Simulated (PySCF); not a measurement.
Species: C₂H₁₀AlBi.
SMILES with atom numbers: `[CH3:1][CH2:2][AlH2-:3][BiH3+:4]` (hydrogens: H5, H6, H7 on C1; H8, H9 on C2; H10, H11 on Al3; H12, H13, H14 on Bi4)

Level of theory: PBE0-D3(BJ)/def2-SVP geometry optimisation, gas phase, def2 core potentials past Kr in PySCF 2.14.0.

(1) Give the optimised bond lengths and angles.

Results:

(1) 
```
                     bond  length (Å)   order
                    C1–C2       1.528  single
                   C2–Al3       1.977  single
                  Al3–Bi4       3.003  single
      C1–H5, C1–H6, C1–H7       1.103  single
             C2–H8, C2–H9       1.107  single
         Al3–H10, Al3–H11       1.601  single
Bi4–H12, Bi4–H13, Bi4–H14       1.779  single
```

Bonds in one row agree within 0.01 Å and their mean is given. Orders are formal, as drawn. A selection of angles:
```
      angle  degrees
   C2–C1–H5    112.7
   C2–C1–H6    111.8
   H5–C1–H6    107.1
   H5–C1–H7    106.4
  C1–C2–Al3    116.5
   C1–C2–H8    109.5
   C1–C2–H9    110.7
  Al3–C2–H8    105.6
  Al3–C2–H9    109.4
   H8–C2–H9    104.3
 C2–Al3–Bi4     95.8
 C2–Al3–H10    120.1
Bi4–Al3–H10     94.0
H10–Al3–H11    118.6
Al3–Bi4–H12    121.1
Al3–Bi4–H13    123.7
H12–Bi4–H13     93.6
```

Torsions: C1–C2–Al3–Bi4 -64° (synclinal). The mirror-image conformer, all signs reversed, is as good.

Al3 (aluminium bonded to Bi, C and 2 H) has angles from 93.3° to 120.1°. Bi4 (bismuth bonded to Al and 3 H) has angles from 93.6° to 123.7°.

Point group: C1 (no symmetry element, even within 0.4 Å). No frequency check. The numbers are those of one conformer.
